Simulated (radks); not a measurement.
Valence configurations of the germanium ion Ge+ (all share [Ar]). Method: Dirac Kohn-Sham, PBE, spin-unpolarised, spherical densities, finite nucleus; open shells fill j = l - 1/2 first; Fermi nuclear charge, rms radius 4.0742 fm; computed with a radial shooting solver on a logarithmic mesh with Libxc functionals. Order these by energy: 3d10 4p3; 3d10 4s1 4p2; 3d8 4s1.5 4p3.5; 3d9.5 4s2 4p1.5; 3d9 4s1 4p3; 3d9.5 4s1 4p2.5; 3d10 4s2 4p1; 3d9.5 4s0.5 4p3; 3d9 4s2 4p2; 3d10 4s1.5 4p1.5.

Answer. From the lowest, in eV above it: 3d10 4s2 4p1 0.000; 3d10 4s1.5 4p1.5 4.244; 3d10 4s1 4p2 8.532; 3d9.5 4s2 4p1.5 14.329; 3d10 4p3 17.506; 3d9.5 4s1 4p2.5 23.448; 3d9.5 4s0.5 4p3 28.145; 3d9 4s2 4p2 30.742; 3d9 4s1 4p3 40.464; 3d8 4s1.5 4p3.5 75.790. NIST lists [Ar] 3d10 4s2 4p1 as the ground configuration; this level of theory agrees among the configurations tried. The energies are those of spherical spin-averaged densities, not of single terms.
